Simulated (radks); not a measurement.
Task: Radial electron density D(r) = 4 pi r^2 rho(r) of an atom or ion with 2 electrons. All-electron calculation, non-relativistic Kohn-Sham, LDA (Slater exchange, Perdew-Wang correlation), spin-unpolarised, spherical densities, point nucleus. Program: a radial shooting solver on a logarithmic mesh with Libxc functionals.

r (bohr),D(r) (e/bohr)
0.001463,0.9572
0.001703,1.273
0.001983,1.687
0.002309,2.227
0.002688,2.928
0.003129,3.831
0.003642,4.983
0.00424,6.438
0.004936,8.253
0.005747,10.48
0.006637,13.02
0.007726,16.18
0.008995,19.82
0.01047,23.87
0.01219,28.21
0.01419,32.59
0.01652,36.69
0.01923,40.07
0.02239,42.24
0.02607,42.75
0.03035,41.25
0.03533,37.67
0.04113,32.25
0.04788,25.62
0.05574,18.65
0.06489,12.28
0.07554,7.181
0.08794,3.662
0.1024,1.592
0.1192,0.5749
0.1387,0.1673

What is the nuclear charge?

Result: Z = 40. The innermost maximum, from 1s, lies near 1/Z = 0.025 bohr (found: 0.0252), and its height grows with Z. The density is that of the zirconium ion Zr38+ in [He]; the configuration itself is not fixed sharply by these data, and Z only to a few units. D(r) has 1 maximum, at r = 0.0252 bohr.
